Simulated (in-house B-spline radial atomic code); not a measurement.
Successive ionisation energies of gadolinium; each step leads to the configuration of the next row (after the last: [Kr] 4d3). NIST's values go from ground level to ground level; the uncertainty of those that are theory runs from under 0.1 % in few-electron ions to several per cent in heavy many-electron ones. Computed with an all-electron radial atomic-structure program (B-spline basis): non-relativistic Hartree-Fock, average of the configuration, point nuclei.

This level leaves out relativity, spin-orbit splitting included, which matters for heavy ions.

| ion | configuration | ionisation energy (eV) | tabulated value (eV) | computed minus tabulated (eV) | highest orbital | largest mean radius (bohr) |
| --- | --- | --- | --- | --- | --- | --- |
| Gd17+ | [Kr] 4d10 4f1 | 387.1 | 384.4 | 2.7 | 4f | 0.60579 |
| Gd18+ | [Kr] 4d10 | 570.6 | 565 | 5.6 | 4d | 0.58506 |
| Gd19+ | [Kr] 4d9 | ? | ? | ? | ? | ? |
| Gd20+ | [Kr] 4d8 | ? | ? | ? | ? | ? |
| Gd21+ | [Kr] 4d7 | 685.8 | 680 | 5.8 | 4d | 0.56561 |
| Gd22+ | [Kr] 4d6 | 725.6 | 719 | 6.6 | 4d | 0.55959 |
| Gd23+ | [Kr] 4d5 | 765.9 | 761 | 4.9 | 4d | 0.55372 |
| Gd24+ | [Kr] 4d4 | 806.9 | 810 | -3.1 | 4d | 0.54801 |

(1) Fill in the row of Gd19+.

(2) Fill in the row of Gd20+.

## Answers

(1) ionisation energy (eV): 608.4; tabulated value (eV): 601; computed minus tabulated (eV): 7.4; highest orbital: 4d; largest mean radius (bohr): 0.57818.

(2) ionisation energy (eV): 646.8; tabulated value (eV): 639; computed minus tabulated (eV): 7.8; highest orbital: 4d; largest mean radius (bohr): 0.5718.
